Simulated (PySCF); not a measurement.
# Telling isomers of C4H11NSi2 apart by NMR

[PySCF: PBE0/pcSseg-1 with gauge-including orbitals; geometry: GFN2-xTB; relativity neglected; rapidly exchanging positions averaged; a single conformation; in vacuum]

δ = σ(ref) − σ, references computed at the same level: 1H (σref 31.72), 13C (σref 186.93) against TMS. Where no couplings were computed, multiplicities follow the n + 1 count of equivalent neighbours, and m marks all less simple cases (inequivalent or close neighbours, rings, F or P nearby). Shifts are as computed. Against solution values, carbons near 30 ppm lie about +3 ppm off and those near 130 ppm about +5 ppm. Of 1211 compounds with measured shifts, 218 miss one by over three times the rms of a fit or turn the order of signals round; such compounds aren't used in these exercises.

(1) Tabulate the signals of `CN(C)[SiH2]C#C[SiH3]`, `C=C/C=C\N([SiH3])[SiH3]`, `C=CC(=C)N([SiH3])[SiH3]` and their relative energies.

(2) What is the quickest way to tell CN(C)[SiH2]C#C[SiH3] from C=C/C=C\N([SiH3])[SiH3]?

(3) What is the quickest way to tell CN(C)[SiH2]C#C[SiH3] from C=CC(=C)N([SiH3])[SiH3]?

(4) What is the quickest way to tell C=C/C=C\N([SiH3])[SiH3] from C=CC(=C)N([SiH3])[SiH3]?

Answers

(1) 
| SMILES | carbon types | δC | δH | E rel. (kcal/mol) |
| --- | --- | --- | --- | --- |
| CN(C)[SiH2]C#C[SiH3] | 2×C 2×CH3 | 120.1, 111.4, 40.7 | 4.95 (s, 2H), 4.27 (s, 3H), 2.69 (s, 6H) | 15.7 |
| C=C/C=C\N([SiH3])[SiH3] | 3×CH 1×CH2 | 144.3, 139.9, 121.5, 118.6 | 6.90 (m, 1H), 5.98 (d, 1H), 5.60 (m, 1H), 5.31 (m, 1H), 5.25 (m, 1H), 4.82 (s, 6H) | 0.0 |
| C=CC(=C)N([SiH3])[SiH3] | 1×C 1×CH 2×CH2 | 163.4, 146.2, 122.7, 112.6 | 6.49 (m, 1H), 5.62 (m, 1H), 5.59 (m, 1H), 4.95 (m, 1H), 4.92 (m, 1H), 4.74 (s, 6H) | 1.2 |

Energies are electronic energies at PBE0/pcSseg-1 on these geometries, without zero-point or thermal terms, each for the one conformer computed, which needn't be the lowest.

(2) Count the carbon signals: 3 against 4. The first has an alkyne carbon (C) at 120.1 ppm, the second an alkene carbon bearing nitrogen (CH) at 144.3 ppm. In the proton spectra the most deshielded non-exchanging signals are 4.95 (s, 2H) and 6.90 (m, 1H).

(3) Count the carbon signals: 3 against 4. The first has a methyl carbon bonded to N (CH3) at 40.7 ppm, the second an alkene CH at 146.2 ppm. Their most deshielded carbons lie at 120.1 and 163.4 ppm. In the proton spectra the most deshielded non-exchanging signals are 4.95 (s, 2H) and 6.49 (m, 1H).

(4) Both give the same number of carbon signals, but DEPT or the intensities differ. The first has a β carbon of an enol-ether or enamine type C=C (CH) at 121.5 ppm, the second an alkene carbon bearing nitrogen (C) at 163.4 ppm. Their most deshielded carbons lie at 144.3 and 163.4 ppm. In the proton spectra the most deshielded non-exchanging signals are 6.90 (m, 1H) and 6.49 (m, 1H).
